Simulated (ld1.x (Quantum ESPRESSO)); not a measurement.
# u(r) = r·R(r): atom against pseudo-atom (Ni (Z = 28))

Columns: radius, all-electron u(r) and pseudo u(r) of the 4p shell (level -2.12 eV) of nickel in the configuration [Ar] 3d8 4s1 4p1; PBE, scalar-relativistic, ultrasoft scheme, ld1.x (Quantum ESPRESSO) 7.5.

```
r (bohr)  all-electron  pseudo
   0.163        0.0976  0.0057
   0.325       -0.0653  0.0225
   0.488       -0.1741  0.0495
   0.650       -0.1722  0.0849
   0.813       -0.1053  0.1274
   0.975       -0.0144  0.1741
   1.138        0.0799  0.2234
   1.300        0.1669  0.2723
   1.463        0.2437  0.3196
   1.625        0.3086  0.3629
   1.788        0.3629  0.4014
   1.950        0.4067  0.4340
   2.113        0.4417  0.4607
   2.275        0.4685  0.4813
   2.438        0.4886  0.4966
   2.600        0.5024  0.5069
   2.763        0.5111  0.5131
   2.925        0.5152  0.5158
   3.088        0.5154  0.5155
   3.250        0.5124  0.5124
   3.413        0.5066  0.5066
   3.575        0.4986  0.4986
   3.738        0.4887  0.4887
   3.900        0.4772  0.4772
   4.063        0.4646  0.4646
   4.225        0.4511  0.4511
```

(1) How many radial nodes do the two functions have?

(2) At about which radius was the pseudo-wave matched?

(3) Is the pseudo-wave norm-conserving?

Results:

(1) The all-electron 4p function has n − l − 1 = 2; the pseudo-wave has 0, since the states of the same l below it are removed with the core.

(2) 3.25 bohr, where the columns begin to agree (steps of 0.16 bohr).

(3) No, it belongs to an ultrasoft set: the norm inside the radius is not constrained, and the difference is carried by the augmentation charge.
